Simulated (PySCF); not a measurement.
PySCF input:

```python
from pyscf import gto, scf, dft

mol = gto.M(
    atom='''
    Sn   -0.00000000   -0.00000000   -0.00000000
    H     0.01229980    0.01135681    1.87957196
    H    -0.01229980   -0.01135681   -1.87957196
    H     1.77645116   -0.00682920   -0.01158372
    H    -0.88237217    1.54187106   -0.00354216
    H    -0.89407900   -1.53504186    0.01512588
    ''',
    basis='def2-tzvpd',
    ecp='def2-tzvp',
    charge=-1,
    spin=0,
    verbose=4,
)

mf = dft.RKS(mol, xc='m062x').density_fit(auxbasis='def2-universal-jkfit')
mf.grids.level = 4
mf.conv_tol = 1e-9
mf.max_cycle = 100
mf.max_memory = 1500
mf.kernel()
if not mf.converged:
    mf = mf.newton()
    mf.kernel(mf.make_rdm1())
mf.analyze()
```

Q: What final total energy does it print?

A: -217.15093 Eh (M06-2X/def2-TZVPD).
